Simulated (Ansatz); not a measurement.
Ideal-gas functions of ClH2O2Sc (`[OH][Sc]([OH])[Cl]`) at 298.15 K and 1 bar, from an Ansatz frequency run at PBE0-D4/def2-TZVP.

Molar mass 114.42 g/mol, point group C2v (symmetry number 2), electronic degeneracy 1, moments of inertia 93.513, 201.202, 294.715 u Å². Harmonic wavenumbers (cm⁻¹, unscaled): 91, 124, 158, 158, 280, 397, 405, 414, 728, 766, 3999, 4002.

Use S(trans) = R[1.5 ln M + 2.5 ln T − 1.1517]; rotational temperatures θ = 24.2544 K / I; S(rot) = R[ln(√π/σ · √(T³/θAθBθC)) + 1.5]; for each mode x = 1.438777 ν̃/T, S = R[x/(eˣ − 1) − ln(1 − e⁻ˣ)] and H = RT x/(eˣ − 1); 1 cm⁻¹ = 0.0119627 kJ/mol; R = 8.31446 J/(mol·K).

Task: By hand: the entropy, in J/(mol·K).

Result: Translation 168.0. Rotation: θ = 0.2594, 0.1205, 0.0823 K, giving 107.3. Vibration, mode by mode: 15.22, 12.71, 10.77, 10.77, 6.42, 4.07, 3.95, 3.82, 1.15, 0.99, 0.00, 0.00, in all 69.9. Electronic 0.0. Sum 345.2 J/(mol·K).

Task: By hand: H − E and G − E in kJ/mol, counted from the electronic energy.

Result: Zero-point energy ½ × 11522 × 0.0119627 = 68.9; thermal vibration 11.2; translation, rotation and pV give 4 RT = 9.9. H − E = 90.0 kJ/mol, and G − E = 90.0 − 298.15 × 345.2/1000 = -12.9 kJ/mol.

Vibration gives 20 % of the entropy, 27.9 J/(mol·K) of it from the modes under 150 cm⁻¹: soft modes count most, and the harmonic formula is weakest for them. The sum counts one conformer and one mirror image; others add a mixing term.
